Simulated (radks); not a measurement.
Spherical quantum dot in the effective-mass picture: electrons in a hard-walled sphere of radius 2.62, with a point charge +2 (a donor) at the centre, all in effective atomic units (hartree* = m*/eps^2 hartree, bohr* = eps/m* bohr), one dielectric constant everywhere. Calculated with a radial shooting solver with Libxc functionals: non-relativistic Kohn-Sham, PBEsol, spin-polarised, spherical densities. Levels are named by radial order and angular momentum (1s, 1p, 1d, 2s, ...), and open shells are averaged over m. Results are scaled to m* = 0.077 and eps = 9.2, for which hartree* = 24.76 meV and bohr* = 6.323 nm. Each electron was tried in the lowest free levels, single moves between levels near the top were tried too, and the lowest total energy was kept; such a search can miss a lower state. At N = 1 the Hartree and exchange-correlation terms need not cancel, so that row can carry a self-interaction error.

N,open shells,2S,E (meV),mu = E(N) - E(N-1) (meV),addition energy mu(N+1) - mu(N) (meV),e(HOMO) (meV),rms radius (nm)
1,"1s(up 1, down 0)",1,-48.4537,-48.454,28.23,-37.152,5.310
2,none,0,-68.6735,-20.220,51.71,-11.047,6.047
3,"1p(up 1, down 0)",1,-37.1809,31.493,12.04,37.303,7.654
4,"1p(up 2, down 0)",2,6.35112,43.532,12.70,49.842,8.413
5,"1p(up 3, down 0)",3,62.5814,56.230,16.98,62.635,8.887
6,"1p(up 3, down 1)",2,135.796,73.215,11.68,78.911,9.238
7,"1p(up 3, down 2)",1,220.695,84.899,12.20,90.957,9.506
8,none,0,317.791,97.096,25.53,103.26,9.722
9,"2s(up 1, down 0)",1,440.422,122.63,16.86,129.53,9.876
10,none,0,579.917,139.50,16.63,146.99,9.955
11,"1d(up 1, down 0)",1,736.045,156.13,11.64,161.94,10.15
12,"1d(up 2, down 0)",2,903.818,167.77,11.70,173.62,10.31
13,"1d(up 3, down 0)",3,1083.29,179.47,11.68,185.33,10.45
14,"1d(up 5, down 0) 2s(up 1, down 0)",6,1274.44,191.15,11.83,196.22,10.67
15,"1d(up 5, down 0)",5,1477.42,202.98,14.92,210.60,10.68
16,"1d(up 5, down 1)",4,1695.33,217.90,11.43,223.61,10.78
17,"1d(up 5, down 2)",3,1924.67,229.34,11.49,235.08,10.87
18,"1d(up 5, down 3)",2,2165.50,240.83,11.53,247.30,10.95
19,"1d(up 5, down 4)",1,2417.86,252.36,11.55,259.57,11.03
20,none,0,2681.78,263.92,35.45,271.84,11.10
21,"1f(up 1, down 0)",1,2981.15,299.37,11.28,305.01,11.18
22,"1f(up 2, down 0)",2,3291.80,310.65,11.30,316.30,11.26
23,"1f(up 3, down 0)",3,3613.75,321.95,11.31,327.60,11.32
24,"1f(up 4, down 0)",4,3947.00,333.26,11.32,338.91,11.39
25,"1f(up 5, down 0)",5,4291.58,344.57,11.32,350.23,11.45
26,"1f(up 6, down 0)",6,4647.47,355.89,11.32,361.56,11.50
27,"1f(up 7, down 0)",7,5014.69,367.22,14.40,372.88,11.56
28,"1f(up 7, down 1)",6,5396.31,381.62,11.16,387.19,11.61
29,"1f(up 7, down 2)",5,5789.08,392.77,11.18,398.36,11.65
30,"1f(up 7, down 3)",4,6193.02,403.95,11.19,409.54,11.70
31,"1f(up 7, down 4)",3,6608.16,415.14,-,420.73,11.74

All shells are closed at N = 2, 8, 10, 20 (there: 1s2 1p6 1d10 2s2); the second difference of the energy has clear peaks (12 % above both neighbours; the first and last values, which can be the largest, are not judged, and half-filled shells can peak too) at N = 2, 5, 8, 15, 20, 27.
